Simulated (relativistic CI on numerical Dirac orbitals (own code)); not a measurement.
**Slater and spin-orbit integrals, Pt LXXVII**

Computed by Dirac-Coulomb-Breit CI, KLI orbitals optimised for each configuration, model QED, unscaled Slater integrals (own radial code, finite nucleus).

Slater integrals F^k, G^k are unscaled and averaged over j, outside the closed core (none); ζ comes from projecting the Hamiltonian with its Breit term on Σ l·s of the shell.

- 1s2s: G^0(1s,2s) = 529730 cm⁻¹; <r>(1s) = 0.01698, <r^2>(1s) = 0.0003977, <r>(2s) = 0.06785, <r^2>(2s) = 0.005485 (bohr units).
- 1s2p: G^1(1s,2p) = 818790, ζ(2p) = 1.0804e+07 cm⁻¹; <r>(1s) = 0.01698, <r^2>(1s) = 0.0003976, <r>(2p) = 0.06017, <r^2>(2p) = 0.00442 (bohr units).
- 1s3s: G^0(1s,3s) = 136810 cm⁻¹; <r>(1s) = 0.01697, <r^2>(1s) = 0.0003971, <r>(3s) = 0.1581, <r^2>(3s) = 0.02866 (bohr units).

Averages of the first 10 configurations, taken without configuration mixing, which lowers the lowest level and can move excited configurations by several eV; other configurations of the list can lie among them:

```
Configuration  Parity  States  Average energy above the lowest level (eV)
          1s²    even       1                                         0.6
         1s2s    even       4                                     66247.9
         1s2p     odd      12                                     67682.2
         1s3s    even       4                                     79111.5
         1s3p     odd      12                                     79536.0
         1s3d    even      20                                     79841.3
         1s4s    even       4                                     83516.2
         1s4p     odd      12                                     83693.4
         1s4d    even      20                                     83821.8
         1s4f     odd      28                                     83869.6
```
